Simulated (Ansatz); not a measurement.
System: sum formula SiHBr (charge 0, singlet). 
Structure (B3LYP-D3(BJ)/def2-TZVP (Ansatz, a first-principles code) minimum search):
SMILES: [SiH]Br
```xyz
3

Si    -0.8792    -0.7820     1.0617
H     -1.8991    -1.2190     0.0169
Br     0.4059     0.3476    -0.4252
```

Property: vertical electron affinity (to the doublet state of charge -1; a negative value means that the extra electron is unbound and the number depends on the basis; each state is the SCF solution reached for its spin; for the singlet the Hartree-Fock reference is unstable and T1 is 0.015), in eV. Valence correlation only, unless marked. Open shells are spin-unrestricted. No spin-orbit coupling. Frozen are the shells of the preceding noble gas and the d and f shells that filled before the atom's block. No relativistic terms. Anions need diffuse functions: def2-D sets add few. CBS marks a two-point X^-3 extrapolation of the correlation energy; Hartree-Fock from the larger set.

CCSD(T)/CBS(def2-TZVPPD,def2-QZVPPD) (Ansatz) gives 1.20 eV.

Question: Another calculation gave 1.35 eV. Which level was it?
A) wB97M-V/def2-TZVPD (Ansatz)
B) PBE/def2-TZVPD (Ansatz)
C) r2SCAN/def2-TZVPD (Ansatz)

Answer: C, r2SCAN/def2-TZVPD (Ansatz). The others give 1.19 (PBE), 1.04 (wB97M-V) eV.
